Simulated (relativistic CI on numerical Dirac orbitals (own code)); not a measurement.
A reference radial Dirac CI calculation of Pt¹⁷⁺ gave the lowest total energy -18297.43580 Ha in 16 SCF steps, from this input:

```
atom Pt  Z=78  charge=17  electrons=61
nucleus A=195  rms_radius_fm=5.4270
hamiltonian dirac-coulomb  breit=on  qed=on  c_scale=1
orbitals kli  potential=per-configuration
slater_scale 1
correlation none
mixing on
grid step=0.0125 r_max=11.2
scf mixing=0.4 start=green max_iterations=150 tolerance=2e-08 node_fill=0.05
configurations
  [Kr] 4d10 4f13 5s2
end
```

One setting was then changed, and the output read:

```
SCF 1: [Kr] 4d10 4f13 5s2
 iter      energy (Ha)   residual   last orbital (Ha)
    1    -18070.413458   6.81e+00    -29.07220
    2    -18285.006115   3.02e+00    -21.78562
    3    -18329.134100   5.86e-01    -16.76763
    4    -18331.755657   1.58e-01    -17.02318
    5    -18330.963644   4.02e-01    -16.59527
    6    -18332.159547   1.15e-01    -16.77095
    7    -18332.153407   1.19e-01    -16.71674
    8    -18332.155741   4.15e-01    -18.45728
    9    -18332.160892   2.13e-01    -15.19230
   10    -18332.161007   3.82e-04    -16.24191
   11    -18332.160988   4.04e-04    -16.24066
   12    -18332.160982   1.83e-04    -16.24361
   13    -18332.160982   4.04e-05    -16.24295
   14    -18332.160982   2.95e-07    -16.24275
   15    -18332.160982   7.12e-08    -16.24275
   16    -18332.160982   1.00e-08    -16.24275
orbital energies (Ha): 4s -39.5855  4p1/2 -35.5770  4p3/2 -32.2096  4d3/2 -25.6266  4d5/2 -24.9891  5s -16.2428  4f5/2 -16.5152  4f7/2 -16.3747
configuration averages (Ha): Dirac-Coulomb, Breit, QED
  4f13                        -18332.160982   20.633459   14.152998
levels: no., configuration, term, J, E (cm-1), weight
   1 4f13                   2F*  7/2              0.0  1.00
   2 4f13                   2F*  5/2          27421.2  1.00
lowest total energy -18297.428071 Ha
end: converged
```

Question: Which setting was changed?
A. start potential
B. speed of light
C. Breit term
D. node fill of the KLI weights

Answer: D. The node fill of the KLI weights 0.01.
